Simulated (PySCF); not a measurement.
**Si⁺: ionisation energy**

Si⁺ [Ne] 3s2 3p1 (2P) → Si²⁺ [Ne] 3s2 (1S), as a difference of total energies. Calculation: PySCF 2.14, in Sapporo-DZP-2012; the spin-free X2C one-electron Hamiltonian (Gaussian nucleus). Correlated levels: valence: [Ne] frozen. The calculations carry no spin-orbit coupling.

```csv
method,ionisation energy (eV),error (eV)
UHF,15.833,-0.489
M06-2X,16.114,-0.208
TPSS,16.500,+0.178
MP2 (valence),16.028,-0.294
SCS-MP2 (valence),16.015,-0.307
CCSD (valence),16.177,-0.145
CCSD(T) (valence),16.195,-0.127
```

Reference: 16.322 eV (measured; NIST levels, between the centres of gravity of the two terms).

Errors of the correlated levels include the incompleteness of this basis and the frozen core.
